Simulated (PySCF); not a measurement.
Structure problem from calculated spectra and properties.

Formula: C7H12SSi.

- 13C NMR: chemical shifts (computed TMS as zero) by class: 150.0 (2 C), 136.2 (1 C), 133.9 (1 C), 122.8 (2 C), 54.8 (1 C) ppm [GIAO B3LYP/pcSseg-1]
- Polarisability: 135.7 au [wB97X-D/def2-SVPD]
- Triplet: lowest triplet excitation (Tamm–Dancoff): 3.93 eV [TDA wB97X-D/def2-SVPD]
- NMR, other nuclei: isotropic shieldings of nuclei other than C and H, by class: 397 (1 Si), 580 (1 S) ppm [GIAO B3LYP/pcSseg-1]
- UV, first state: lowest singlet excitation: 5.52 eV (225 nm, f = 0.009) [TDDFT wB97X-D/def2-SVPD]
- Rotational structure: rotational constants A, B, C: 1.800, 0.537, 0.521 GHz [PBE0-D3(BJ)/def2-SVP]
- Dipole: 1.06 D [wB97X-D/def2-SVPD]
- 1H NMR: chemical shifts (computed TMS as zero) by class: 6.04 (2 H), 5.89 (1 H), 5.33 (2 H), 5.30 (2 H), 4.85 (1 H), 4.52 (3 H), 3.32 (1 H) ppm [GIAO B3LYP/pcSseg-1]
- Valence photoelectron: vertical ionisation energy: 8.35 eV [ΔSCF wB97X-D/def2-SVPD]
- UV, strongest line: among the 10 lowest singlet transitions: S2 at 5.65 eV (219 nm, f = 0.387) [TDDFT wB97X-D/def2-SVPD]

Electronic properties: PySCF, gas phase, density fitting. Levels stand in brackets. Geometry: PBE0-D3(BJ)/def2-SVP, one conformer, isolated molecule. NMR classes are plain means over equivalent atoms (diastereotopic ones count apart unless rotation or inversion swaps them), as if these changed places fast.

Question: What is the compound? Reason from the data.

Answer: Numbering: `[CH2:1]=[CH:2][CH:3]([CH:4]=[CH2:5])/[CH:6]=[CH:7]/[S:8][SiH3:9]`. Its formula, C7H12SSi, gives 3 degrees of unsaturation: 0 rings and 3 π bonds in the structure found. 7 carbons fall into 5 classes; from least to most shielded: alkene CH carbon [C2/C4] (150.0 ppm, 2 C), alkene CH carbon [C6] (136.2 ppm), alkene CH carbon [C7] (133.9 ppm), terminal =CH2 carbon [C1/C5] (122.8 ppm, 2 C, up to 2.4 ppm apart in this geometry), allylic carbon [C3] (54.8 ppm). Hydrogen classes from least to most shielded: 2 H on 2 alkene CH carbons, C2/C4 (6.04 ppm), 1 H on an alkene CH carbon, C7 (5.89 ppm), 2 H on 2 terminal =CH2 carbons, C1/C5 (5.33 ppm), 2 H on 2 terminal =CH2 carbons, C1/C5 (5.30 ppm), 1 H on an alkene CH carbon, C6 (4.85 ppm), 3 H on an SiH3 silicon, Si9 (4.52 ppm), 1 H on an allylic carbon, C3 (3.32 ppm). The other shieldings belong to: 397 ppm, SiH3 silicon [Si9]; 580 ppm, sulfur bonded to C and Si [S8]. The first electron is taken from the HOMO, whose largest Löwdin shares are 0.43 on the sulfur bonded to C and Si, 0.20 on an alkene CH carbon, 0.18 on an alkene CH carbon and 0.05 on the SiH3 silicon. The optimised geometry has point group C1 and is an asymmetric top. Structure: `C=CC(C=C)/C=C/S[SiH3]`. Computed isomers that give other values at the same levels: `C#C/C(CC)=C(\C)S[SiH3]` (13C chemical shifts (computed TMS as zero) by class: 151.2 (1 C), 133.8 (1 C), 89.5 (1 C), 85.4 (1 C), 33.5 (1 C), 27.4 (1 C), 15.0 (1 C) ppm); `C#C/C(CC)=C(/C)S[SiH3]` (13C chemical shifts (computed TMS as zero) by class: 149.2 (1 C), 141.4 (1 C), 90.6 (1 C), 85.9 (1 C), 32.9 (1 C), 24.5 (1 C), 15.9 (1 C) ppm); `CC(C)[SiH2]c1cccs1` (13C chemical shifts (computed TMS as zero) by class: 143.4 (1 C), 142.3 (1 C), 142.0 (1 C), 132.5 (1 C), 20.1 (2 C), 18.6 (1 C) ppm). The assignments are read from this structure; whether some other isomer fits the data as well wasn't checked.

The values belong to the conformer `[CH2:1]=[CH:2][CH:3]([CH:4]=[CH2:5])/[CH:6]=[CH:7]/[S:8][SiH3:9]`: C1–C2–C3–C4 -131°, C2–C3–C4–C5 19°, C2–C3–C6–C7 117°, C6–C7–S8–Si9 2°.
